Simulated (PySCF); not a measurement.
An excited-state job on `C[AsH][GeH3]`.

Computed with TDDFT PBE0/def2-SVPD, vertical, gas phase, core orbitals frozen in the response (PySCF 2.14.0, density-fitted response routines). Geometry: GFN2-xTB. The command runs a driver script over a list of jobs; the input below is this job's line of settings and its coordinates in Å.

Command:
```bash
OMP_NUM_THREADS=1 python probes_run.py task.json out
```

Input:
```
{"job": {"kind": "uv", "xc": "PBE0", "basis": "def2-SVPD", "nstates": 6, "ntriplets": 2}, "charge": 0, "multiplicity": 1}
C     -1.573946     0.314418    -0.128424
As    -0.278539    -1.145650    -0.469403
Ge     1.595860    -0.012858     0.477408
H     -1.493345     0.711502     0.881426
H     -2.591015    -0.044710    -0.283635
H     -1.393114     1.123014    -0.836513
H     -0.542605    -1.857397     0.833568
H      2.820168    -0.858583     0.707892
H      2.110761     1.114018    -0.384439
H      1.354656     0.660900     1.808356
```

Estimate the output.

```
coarse grid: 37232 points
cycle   1  E = -4354.0149677169  dE = -1.366e+00  |g| = 4.304e-01  |ddm| = 3.555e+00
cycle   2  E = -4354.0063958650  dE =  8.572e-03  |g| = 4.676e-01  |ddm| = 7.054e-01
cycle   3  E = -4354.0397154116  dE = -3.332e-02  |g| = 4.445e-02  |ddm| = 4.485e-01
cycle   4  E = -4354.0402934099  dE = -5.780e-04  |g| = 1.208e-02  |ddm| = 6.285e-02
cycle   5  E = -4354.0403277686  dE = -3.436e-05  |g| = 3.810e-03  |ddm| = 1.524e-02
cycle   6  E = -4354.0403303466  dE = -2.578e-06  |g| = 6.700e-04  |ddm| = 5.578e-03
final grid: 74928 points
cycle   7  E = -4354.0402638348  dE = -9.011e-08  |g| = 7.392e-04  |ddm| = 5.482e-03
cycle   8  E = -4354.0402638032  dE =  3.163e-08  |g| = 8.749e-04  |ddm| = 2.097e-03
cycle   9  E = -4354.0402639370  dE = -1.339e-07  |g| = 5.874e-05  |ddm| = 1.083e-03
cycle  10  E = -4354.0402639378  dE = -7.258e-10  |g| = 7.178e-06  |ddm| = 6.811e-05
converged SCF energy = -4354.0402639378

Static polarisability (au): isotropic 79.261, principal 66.401 75.604 95.778

Singlet excitations
state   eV       nm        f      main configurations
  1   5.9712    207.6   0.06508   H->L+1 0.49, H->L 0.47
  2   6.2518    198.3   0.17457   H->L+1 0.47, H->L 0.46
  3   6.4568    192.0   0.04613   H->L+2 0.97
  4   7.1957    172.3   0.00212   H->L+3 0.82, H-1->L 0.11
  5   7.3046    169.7   0.00593   H->L+4 0.74, H-1->L+1 0.19
  6   7.5104    165.1   0.09862   H-1->L 0.57, H-1->L+1 0.20, H->L+3 0.10

Triplet excitations (Tamm-Dancoff, eV): 5.0553 5.3012
```

The SCF starts on a coarse grid where the log names one; the energy can jump when the final grid takes over, and dE then counts from the start density on the new grid. H and L stand for HOMO and LUMO; the number after each pair is its weight.

Give the mean polarisability as a volume in Å³, and the ratio of the largest to the smallest principal value.

79.261 au × 0.148185 = 11.75 Å³; 95.778/66.401 = 1.44.

How does the lowest singlet excitation compare with the HOMO–LUMO gap?

HOMO -7.21 eV and LUMO -0.14 eV give a gap of 7.07 eV; S1 at 5.97 eV lies 1.10 eV below it.

Summary of the converged run: HOMO -7.21 eV, LUMO -0.14 eV; lowest singlet 5.97 eV; lowest triplet 5.06 eV (Tamm–Dancoff); mean polarisability 79.3 au.

 Relativistic effects, spin–orbit coupling among them, are left out although an element past zinc is present.

Rough CPU time on one thread of a shared machine: about 30 s.
Labels such as C1 count atoms from 1, the log's own numbers from 0.
